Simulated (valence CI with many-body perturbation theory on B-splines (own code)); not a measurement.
I³⁰⁺: M1 decay

Method: configuration interaction combined with many-body perturbation theory (CI+MBPT): five valence electrons over a frozen Dirac-Fock core [Ar], a basis of 7 s, 7 p, 8 d, 6 f, 4 g, 1 h functions for each j, with the one-electron correlation potential Σ1 (screened to all orders), the two-electron term Σ2, the three-electron term Σ3, Breit, model QED; selected single and double excitations, second order for the rest (own B-spline code, finite nucleus).

The last digits are not significant, and no measured levels were compared; by estimate large intervals hold to a few tenths of a per cent, small ones and those within an open d or f shell to about a per cent. Only levels of the ground parity were solved; by the run's estimate the other parity begins above the list, which can be wrong where configurations are misplaced.

Lines 51 to 100 of 120 in falling wavelength, among levels below 632360 cm⁻¹, chosen from the decays that carry over 1 % of a level's rate. Wavelengths and rates use the calculated energies. Weak lines are less certain than strong ones. Lines between different terms over intervals too small for the method are left out, as are lines whose strength nearly cancels.

Levels are named by their leading jj configuration (3d3/2^4 stands for four electrons in 3d with j = 3/2), which in mixed levels can hold well under half, so a name can repeat and another be missing. Letters in brackets count levels of one name in rising energy.

```csv
λ vac (Å),Upper,Lower,Type,A (s⁻¹),Branch %
912.7,(3d3/2 3d5/2^4) J=5/2 [a],(3d3/2^2 3d5/2^3) J=7/2 [a],M1,7.44e+03,9.2
889.0,(3d3/2^2 3d5/2^3) J=7/2 [b],(3d3/2^3 3d5/2^2) J=7/2 [b],M1,8.14e+02,8.0
877.1,(3d3/2^2 3d5/2^3) J=5/2 [b],(3d3/2^3 3d5/2^2) J=5/2,M1,2.11e+04,61.0
873.4,(3d3/2^2 3d5/2^3) J=1/2 [b],(3d3/2^3 3d5/2^2) J=3/2 [b],M1,5.36e+02,1.2
870.8,(3d3/2^2 3d5/2^3) J=9/2 [a],(3d3/2^3 3d5/2^2) J=7/2 [a],M1,6.50e+03,50.9
867.2,(3d3/2^2 3d5/2^3) J=5/2 [c],(3d3/2^3 3d5/2^2) J=7/2 [b],M1,3.14e+03,6.9
858.5,(3d3/2^2 3d5/2^3) J=13/2,(3d3/2^3 3d5/2^2) J=11/2,M1,2.55e+03,95.8
843.4,(3d3/2^2 3d5/2^3) J=3/2 [a],(3d3/2^3 3d5/2^2) J=3/2 [a],M1,2.57e+04,44.4
791.1,(3d3/2^2 3d5/2^3) J=3/2 [b],(3d3/2^2 3d5/2^3) J=5/2 [a],M1,5.69e+03,33.1
782.0,(3d3/2^2 3d5/2^3) J=5/2 [a],(3d3/2^4 3d5/2) J=5/2 [b],M1,1.96e+04,54.1
781.1,(3d3/2^2 3d5/2^3) J=9/2 [c],(3d3/2^2 3d5/2^3) J=9/2 [a],M1,4.09e+02,1.8
779.8,(3d3/2 3d5/2^4) J=7/2 [a],(3d3/2^2 3d5/2^3) J=9/2 [a],M1,2.05e+04,35.2
779.3,(3d3/2 3d5/2^4) J=11/2,(3d3/2^2 3d5/2^3) J=13/2,M1,7.99e+03,13.7
760.1,(3d3/2 3d5/2^4) J=5/2 [a],(3d3/2^2 3d5/2^3) J=5/2 [a],M1,2.82e+04,34.8
745.2,(3d3/2^2 3d5/2^3) J=5/2 [b],(3d3/2^3 3d5/2^2) J=3/2 [a],M1,3.25e+03,9.4
735.4,(3d3/2^2 3d5/2^3) J=7/2 [c],(3d3/2^2 3d5/2^3) J=5/2 [a],M1,3.28e+03,10.3
726.4,(3d3/2 3d5/2^4) J=11/2,(3d3/2^2 3d5/2^3) J=9/2 [a],M1,7.75e+03,13.3
720.3,(3d3/2^2 3d5/2^3) J=5/2 [b],(3d3/2^3 3d5/2^2) J=7/2 [a],M1,6.01e+03,17.3
710.2,(3d3/2 3d5/2^4) J=5/2 [a],(3d3/2^3 3d5/2^2) J=7/2 [b],M1,8.47e+03,10.4
702.7,(3d3/2^2 3d5/2^3) J=9/2 [b],(3d3/2^3 3d5/2^2) J=9/2,M1,2.19e+04,52.7
700.4,(3d3/2^3 3d5/2^2) J=7/2 [a],(3d3/2^4 3d5/2) J=5/2 [a],M1,4.46e+03,62.9
698.4,(3d3/2^2 3d5/2^3) J=9/2 [c],(3d3/2^2 3d5/2^3) J=11/2,M1,2.87e+03,12.9
688.6,(3d3/2^2 3d5/2^3) J=7/2 [c],(3d3/2^3 3d5/2^2) J=7/2 [b],M1,1.09e+04,34.4
681.4,(3d3/2 3d5/2^4) J=7/2 [a],(3d3/2^2 3d5/2^3) J=7/2 [a],M1,1.53e+04,26.3
678.4,(3d3/2^3 3d5/2^2) J=3/2 [a],(3d3/2^4 3d5/2) J=5/2 [a],M1,3.11e+04,95.6
667.3,(3d3/2^2 3d5/2^3) J=7/2 [a],(3d3/2^4 3d5/2) J=5/2 [b],M1,2.00e+03,13.4
654.7,(3d3/2^2 3d5/2^3) J=7/2 [b],(3d3/2^3 3d5/2^2) J=5/2,M1,3.09e+02,3.0
654.4,(3d3/2 3d5/2^4) J=11/2,(3d3/2^2 3d5/2^3) J=11/2,M1,3.42e+04,58.8
647.0,(3d3/2^2 3d5/2^3) J=7/2 [b],(3d3/2^3 3d5/2^2) J=9/2,M1,5.26e+03,51.7
642.8,(3d3/2^2 3d5/2^3) J=5/2 [c],(3d3/2^3 3d5/2^2) J=5/2,M1,1.99e+03,4.4
634.3,(3d3/2^2 3d5/2^3) J=9/2 [b],(3d3/2^3 3d5/2^2) J=11/2,M1,8.49e+03,20.4
629.6,(3d3/2^3 3d5/2^2) J=3/2 [b],(3d3/2^4 3d5/2) J=5/2 [b],M1,1.59e+03,19.2
626.6,(3d3/2 3d5/2^4) J=3/2 [a],(3d3/2^2 3d5/2^3) J=1/2 [a],M1,3.02e+04,35.8
604.9,(3d3/2^2 3d5/2^3) J=9/2 [b],(3d3/2^3 3d5/2^2) J=7/2 [a],M1,7.33e+03,17.6
603.6,(3d3/2^2 3d5/2^3) J=3/2 [b],(3d3/2^3 3d5/2^2) J=1/2,M1,2.15e+03,12.5
596.7,(3d3/2^3 3d5/2^2) J=5/2,(3d3/2^4 3d5/2) J=5/2 [a],M1,3.08e+03,18.0
592.6,(3d3/2 3d5/2^4) J=7/2 [a],(3d3/2^2 3d5/2^3) J=5/2 [a],M1,1.20e+03,2.1
569.0,(3d3/2^2 3d5/2^3) J=5/2 [c],(3d3/2^3 3d5/2^2) J=3/2 [a],M1,3.98e+03,8.8
568.5,(3d3/2^2 3d5/2^3) J=3/2 [b],(3d3/2^3 3d5/2^2) J=5/2,M1,6.41e+02,3.7
565.8,(3d3/2^2 3d5/2^3) J=3/2 [a],(3d3/2^4 3d5/2) J=5/2 [b],M1,1.89e+04,32.7
563.2,(3d3/2^2 3d5/2^3) J=7/2 [b],(3d3/2^3 3d5/2^2) J=7/2 [a],M1,3.08e+02,3.0
562.5,(3d3/2^2 3d5/2^3) J=9/2 [c],(3d3/2^3 3d5/2^2) J=7/2 [b],M1,9.50e+03,42.8
561.8,(3d3/2 3d5/2^4) J=7/2 [a],(3d3/2^3 3d5/2^2) J=7/2 [b],M1,3.99e+03,6.9
554.4,(3d3/2^2 3d5/2^3) J=5/2 [c],(3d3/2^3 3d5/2^2) J=7/2 [a],M1,1.55e+04,34.2
552.3,(3d3/2 3d5/2^4) J=5/2 [a],(3d3/2^3 3d5/2^2) J=5/2,M1,2.23e+04,27.5
541.3,(3d3/2^2 3d5/2^3) J=1/2 [b],(3d3/2^3 3d5/2^2) J=1/2,M1,9.78e+03,22.3
539.1,(3d3/2^2 3d5/2^3) J=7/2 [c],(3d3/2^3 3d5/2^2) J=5/2,M1,2.82e+03,8.8
533.9,(3d3/2^2 3d5/2^3) J=7/2 [c],(3d3/2^3 3d5/2^2) J=9/2,M1,1.29e+04,40.5
519.8,(3d3/2^2 3d5/2^3) J=5/2 [b],(3d3/2^4 3d5/2) J=5/2 [b],M1,1.45e+03,4.2
510.0,(3d3/2^2 3d5/2^3) J=3/2 [b],(3d3/2^3 3d5/2^2) J=3/2 [a],M1,3.68e+03,21.4
```
